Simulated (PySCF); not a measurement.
CH8FNSi2, SMILES FC[SiH2][SiH2]N.

Geometry: PBE0-D3(BJ)/def2-SVP. The structure was generated by enumeration, and PubChem lists no compound with its InChIKey, so it may never have been made. Other conformers were not sampled.

Calculation: TDDFT-PBE/def2-SVPD (PySCF).

Vertical excitations. Gas-phase values at a fixed geometry.

```
state  energy (eV)  λ (nm)      f                                              main pairs
-----  -----------  ------  -----  ------------------------------------------------------
S1            4.78     259  0.019                                          HOMO→LUMO 98 %
S2            5.47     226  0.010                                        HOMO→LUMO+1 96 %
S3            5.60     221  0.061                                        HOMO→LUMO+2 93 %
S4            6.04     205  0.026                                        HOMO→LUMO+3 89 %
S5            6.20     200  0.056                                        HOMO−1→LUMO 87 %
S6            6.41     193  0.024                                        HOMO→LUMO+4 92 %
S7            6.53     190  0.031                                        HOMO→LUMO+5 85 %
S8            6.68     186  0.022                                        HOMO→LUMO+6 91 %
S9            6.75     184  0.018                      HOMO−2→LUMO 74 %, HOMO→LUMO+7 16 %
S10           6.81     182  0.001  HOMO−1→LUMO+1 65 %, HOMO→LUMO+7 17 %, HOMO−3→LUMO 15 %
T1            4.40     282      0                                          HOMO→LUMO 99 %
T2            5.06     245      0                                        HOMO→LUMO+1 97 %
T3            5.25     236      0                                        HOMO→LUMO+2 97 %
T4            5.83     213      0                      HOMO−1→LUMO 70 %, HOMO→LUMO+3 27 %
```
Triplets are in the Tamm–Dancoff approximation, which puts them higher than full response would, so one can lie above its singlet here.
